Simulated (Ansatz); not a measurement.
C₂H₆FGaSe, SMILES `C[C](F)([GaH2])[SeH]` from Hartree–Fock to CCSD(T)

Z-matrix (Å, degrees):
```
C
C 1 1.496
H 1 1.091 2 110.8
H 1 1.094 2 108.3 3 118.2
H 1 1.094 2 112.0 3 -122.3
F 2 1.373 1 109.7 3 178.7
Ga 2 1.993 1 125.5 3 -34.0
Se 2 2.063 1 111.3 3 63.4
H 7 1.558 2 117.4 1 -158.3
H 7 1.563 2 115.5 1 21.1
H 8 1.468 2 94.5 1 -35.1
```

Charge 0, multiplicity 1. Correlated methods include outer-core shells of Ga, Se, which these sets cover unevenly. Scalar relativity is left out up to krypton. The structure was optimised at the PBE0-D4/def2-TZVP level. It is one conformer, not always the lowest. Frozen core, restricted reference, Ansatz 0.2.0.

```tsv
basis	HF (Eh)	MP2 corr.
def2-SVP	-4501.03360	-0.92780
def2-TZVPP	-4501.79366	-1.11019
def2-QZVPP	-4501.88924	-1.70803
```

Q: Estimate the CCSD correlation energy and the (T) correction in each basis where they were run (hartree).

A: 
```csv
basis,CCSD corr.,(T)
def2-SVP,-0.95642,-0.02885
```
